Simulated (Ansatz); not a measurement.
Frontier orbitals of C$_{2}$H$_{8}$Cl$_{2}$N$_{2}$Si (`CN[Si](Cl)(Cl)NC`).

Charge 0, multiplicity 1. The structure was optimised at the PBE0-D4/def2-TZVP level. It is one conformer, not always the lowest. Basis def2-TZVPP, Ansatz 0.2.0.

```
functional  HOMO (eV)  LUMO (eV)
   ωB97M-V      -9.61       2.21
```

Problem. Give HOMO and LUMO (eV) with LDA (SPW92), PBE, revPBE, BLYP, r2SCAN, B97M-V, PBE0, B3LYP, r2SCANh, r2SCAN0, HSE06 (plane-wave form), BHLYP, CAM-B3LYP, LC-ωPBE, ωB97X-V, HF. (Estimate.)

Solution. Computed: 
```json
{"functional": "LDA (SPW92)", "HOMO": "-6.01", "LUMO": "-0.36"}
{"functional": "PBE", "HOMO": "-5.86", "LUMO": "-0.15"}
{"functional": "revPBE", "HOMO": "-5.81", "LUMO": "-0.06"}
{"functional": "BLYP", "HOMO": "-5.74", "LUMO": "-0.12"}
{"functional": "r2SCAN", "HOMO": "-6.15", "LUMO": "0.41"}
{"functional": "B97M-V", "HOMO": "-6.27", "LUMO": "0.14"}
{"functional": "PBE0", "HOMO": "-7.27", "LUMO": "0.74"}
{"functional": "B3LYP", "HOMO": "-7.03", "LUMO": "0.42"}
{"functional": "r2SCANh", "HOMO": "-6.68", "LUMO": "0.71"}
{"functional": "r2SCAN0", "HOMO": "-7.47", "LUMO": "1.13"}
{"functional": "HSE06 (plane-wave form)", "HOMO": "-6.87", "LUMO": "0.37"}
{"functional": "BHLYP", "HOMO": "-8.60", "LUMO": "1.43"}
{"functional": "CAM-B3LYP", "HOMO": "-8.68", "LUMO": "1.56"}
{"functional": "LC-ωPBE", "HOMO": "-10.08", "LUMO": "2.88"}
{"functional": "ωB97X-V", "HOMO": "-9.71", "LUMO": "2.66"}
{"functional": "HF", "HOMO": "-10.72", "LUMO": "3.44"}
```

B3LYP here is the variant with VWN-RPA as its local correlation; programs differ in this. LC-ωPBE has ω = 0.4 bohr⁻¹. Positive LUMOs are unbound and depend on the basis.
